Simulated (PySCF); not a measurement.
C3H2Cl2F2, SMILES FC(F)C=C(Cl)Cl. Atoms are numbered in the order given.

```xyz
9

F      0.2638    -2.4735     1.0953
C     -0.0873    -1.7442     0.0000
F      0.2638    -2.4735    -1.0953
C      0.6630    -0.4523     0.0000
C      0.1051     0.7627     0.0000
Cl    -1.6106     1.0420     0.0000
Cl     1.0573     2.2093     0.0000
H     -1.1803    -1.6130     0.0000
H      1.7526    -0.5317     0.0000
```

The structure is a stationary point at B3LYP-D3(BJ)/def2-SVP. One conformer was computed; it need not be the lowest.

Method: PySCF with TDA-ωB97X/def2-SVPD.

Vertical excitations. The molecule is in vacuum. State labels are in the subgroup Cs.

```tsv
state	symmetry	energy (eV)	λ (nm)	f	main pairs
S1	A"	6.63	187	0.001	HOMO→LUMO+1 88 %
S2	A'	6.88	180	0.466	HOMO→LUMO 93 %
S3	A"	7.15	173	0.000	HOMO→LUMO+2 66 %, HOMO→LUMO+4 10 %
S4	A"	7.33	169	0.000	HOMO−1→LUMO 95 %
S5	A"	7.65	162	0.000	HOMO−3→LUMO 96 %
S6	A'	7.77	160	0.003	HOMO−1→LUMO+1 73 %
S7	A'	8.10	153	0.086	HOMO−2→LUMO 84 %
S8	A"	8.29	150	0.000	HOMO−2→LUMO+1 54 %, HOMO→LUMO+3 22 %, HOMO→LUMO+2 10 %
S9	A"	8.33	149	0.001	HOMO−4→LUMO 92 %
S10	A'	8.36	148	0.010	HOMO−3→LUMO+1 34 %, HOMO−1→LUMO+2 29 %, HOMO−4→LUMO+1 20 %
T1	A'	3.95	314	0	HOMO→LUMO 91 %
T2	A"	6.07	204	0	HOMO→LUMO+1 84 %
T3	A"	6.61	188	0	HOMO→LUMO+2 54 %, HOMO−2→LUMO+1 21 %, HOMO→LUMO+4 9 %, HOMO→LUMO+10 9 %
T4	A'	6.91	179	0	HOMO−1→LUMO+1 77 %
```
Triplets are in the Tamm–Dancoff approximation.
